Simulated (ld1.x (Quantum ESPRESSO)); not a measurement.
# How hard is this N (Z = 7) TM potential?

N, norm-conserving Troullier–Martins (Kleinman–Bylander form), made with ld1.x (Quantum ESPRESSO) 7.5 (BLYP, non-relativistic). Core [He], reference 2s2 2p2 (charge +1). Waves: 2s (bound): rc 0.85 bohr; 2p (bound): rc 1.65 bohr; 3d channel at -0.1 Ry: rc 1.55 bohr. Local part: the d channel. Core correction: none.

The pseudo-atom Hamiltonian at the reference potential is diagonalised in spherical Bessel functions j_l(qr) that vanish at 20 bohr, with q² up to the cutoff. All-electron valence levels (Ry): 2s -2.3741, 2p -1.5207.

Problem. How do the lowest levels (Ry) of each channel move with the cutoff, and are there ghosts?

Solution.

```json
{"cutoff (Ry)": "8", "s #1": "-2.2269", "s #2": "-0.4157", "p #1": "-0.9169", "p #2": "-0.2158", "d #1": "-0.1530", "f #1": "-0.0437", "f #2": "0.0600", "Σ f·Δε (mRy)": "1502.3"}
{"cutoff (Ry)": "18", "s #1": "-2.2595", "s #2": "-0.4187", "p #1": "-1.2810", "p #2": "-0.2624", "d #1": "-0.1537", "f #1": "-0.0437", "f #2": "0.0600", "Σ f·Δε (mRy)": "709.1"}
{"cutoff (Ry)": "40", "s #1": "-2.3563", "s #2": "-0.4289", "p #1": "-1.5128", "p #2": "-0.2879", "d #1": "-0.1538", "f #1": "-0.0437", "f #2": "0.0600", "Σ f·Δε (mRy)": "51.8"}
{"cutoff (Ry)": "60", "s #1": "-2.3709", "s #2": "-0.4305", "p #1": "-1.5205", "p #2": "-0.2888", "d #1": "-0.1538", "f #1": "-0.0437", "f #2": "0.0600", "Σ f·Δε (mRy)": "7.1"}
{"cutoff (Ry)": "110", "s #1": "-2.3726", "s #2": "-0.4307", "p #1": "-1.5208", "p #2": "-0.2888", "d #1": "-0.1538", "f #1": "-0.0437", "f #2": "0.0600", "Σ f·Δε (mRy)": "3.2"}
{"cutoff (Ry)": "180", "s #1": "-2.3741", "s #2": "-0.4309", "p #1": "-1.5208", "p #2": "-0.2888", "d #1": "-0.1538", "f #1": "-0.0437", "f #2": "0.0600", "Σ f·Δε (mRy)": "0.1"}
{"cutoff (Ry)": "400", "s #1": "-2.3742", "s #2": "-0.4309", "p #1": "-1.5208", "p #2": "-0.2888", "d #1": "-0.1538", "f #1": "-0.0437", "f #2": "0.0600", "Σ f·Δε (mRy)": "0.0"}
```

Result: no extra level below or beside the all-electron valence levels (s, p, d, f tested); 10 mRy is reached at 55 Ry and 1 mRy at 140 Ry.

Its largest configuration-test error is +1296 meV.
